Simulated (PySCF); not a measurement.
## Computed properties of B(H)(Me)(PH2) (CH6BP), SMILES CBP

B(H)(Me)(PH2) (CH6BP), SMILES PBC. Geometry: PBE0-D3(BJ)/def2-TZVP. The values are those of a single conformer. All values are computed for the isolated molecule unless a solvent is named; none is compared with measurement here.

**Structure.** All 21 harmonic modes at PBE0-D3(BJ)/def2-TZVP (PySCF) are real, so it is a minimum. With heavy atoms numbered as in [BH:1]([CH3:3])[PH2:7], the shortest bond between them is B1–C3 at 1.557 Å and the longest B1–P7 at 1.878 Å.

**Vibrations.** The strongest infrared lines (harmonic, unscaled, degenerate partners summed) lie at 2599 cm⁻¹ (107 km/mol, H 91 %, B 9 %), 1099 cm⁻¹ (85 km/mol, H 91 %), 1160 cm⁻¹ (76 km/mol, H 53 %, B 41 %). The softest mode is at 100 cm⁻¹ and the zero-point energy is 41.6 kcal/mol.

**Electronic structure.** B3LYP/def2-TZVPD (PySCF) places the frontier levels at -7.08 and -1.50 eV, a gap of 5.58 eV, and gives a dipole moment of 0.89 D and a mean polarisability of 58.7 bohr³.

**Excitations.** TDDFT-CAM-B3LYP/def2-SVPD (PySCF) has S1 at 5.08 eV (244 nm, f = 0.084, bright); the most intense of the 10 singlets computed lies at 7.75 eV (f = 0.16). T1 (TDA) is at 3.91 eV. No vertical singlet excitation falls in the visible range (under 3.1 eV).

**NMR.** GIAO shifts at KT2/pcSseg-1 (PySCF) (non-relativistic, atoms alike by connectivity averaged): ¹³C at 17.6 ppm against TMS; ¹H from 1.4 to 8.5 ppm against TMS; ¹¹B at 75.0 ppm against BF3.
